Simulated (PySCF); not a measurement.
H₈Ge₃, triplet, at the geometry of the source list (a higher spin typed on purpose: for a closed-shell molecule this is an excited state).

Input for PySCF:
```python
from pyscf import gto, scf, dft

mol = gto.Mole()
mol.atom = '''
    Ge    1.918200    0.707600    0.011600
    Ge    0.174200   -0.908900   -0.116600
    Ge   -2.040400   -0.049200    0.097700
    H     3.296100    0.131300   -0.142500
    H     1.802800    1.750900   -1.061800
    H     1.950100    1.477000    1.298100
    H     0.399100   -1.988700    0.907400
    H     0.280800   -1.659700   -1.425800
    H    -2.407200    0.862300   -1.036300
    H    -2.259400    0.775000    1.332600
    H    -3.114300   -1.097700    0.135600
'''
mol.basis = '6-31g**'
mol.charge = 0
mol.spin = 2
mol.verbose = 4
mol.build()

mf = dft.UKS(mol)
mf.xc = 'r2scan'
mf = mf.density_fit(auxbasis='def2-universal-jkfit')
mf.kernel()
```

**Question.** What is the computed number of basis functions (PySCF with DF-R2SCAN/6-31G**)?

**Answer.** 136

**Question.** What is the computed total energy (DF-R2SCAN/6-31G**)?

**Answer.** -6234.6919 Eh

**Question.** Predict the nuclear repulsion energy from DF-R2SCAN/6-31G**.

**Answer.** 757.0105 Eh

**Question.** Give the dipole moment at the level DF-R2SCAN/6-31G**.

**Answer.** 0.10 D

**Question.** Predict the HOMO energy from DF-R2SCAN/6-31G**.

**Answer.** -1.60 eV

**Question.** What Mulliken (on the basis functions themselves) charges in atom order does DF-R2SCAN/6-31G** give?

**Answer.** Ge1 -0.15, Ge2 0.01, Ge3 -0.16, H4 0.04, H5 0.04, H6 0.04, H7 0.04, H8 0.04, H9 0.04, H10 0.04, H11 0.04

These values belong to the state on which the SCF converged, which isn't shown to be the lowest.

**Question.** Roughly what does it cost on one core?

**Answer.** about 70 core-seconds (a rough figure).
